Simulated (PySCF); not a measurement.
**W (tungsten, neutral) across methods**

[Xe] 4f14 5d4 6s1 6p1, one real determinant (an excited configuration). Calculation: PySCF 2.14, in ANO-RCC-VTZP; the spin-free X2C one-electron Hamiltonian (Gaussian nucleus).

```csv
method,E (hartree),mean ε 6s α (eV),mean ε 5d α (eV),mean ε 6p α (eV),Σ⟨r²⟩ (bohr²),⟨S²⟩
LDA,-16132.49,-7.290,-6.485,-2.309,72.98,12.001
UHF,-16137.61226,-10.237,-11.266,-4.973,73.07,12.007
PBE,-16142.92,-7.111,-6.376,-2.260,73.05,12.002
PBE0,-16142.67,-7.997,-7.738,-2.990,72.76,12.002
```

Q: Estimate the same row for r2SCAN.

A: E (hartree) = -16142.99; mean ε 6s α (eV) = -7.481; mean ε 5d α (eV) = -6.744; mean ε 6p α (eV) = -2.399; Σ⟨r²⟩ (bohr²) = 72.65; ⟨S²⟩ = 12.003.

⟨L²⟩ = 8.00 against 12 for a pure F term, so this real determinant mixes terms. Spin-orbit coupling, absent here, splits the open shell strongly.
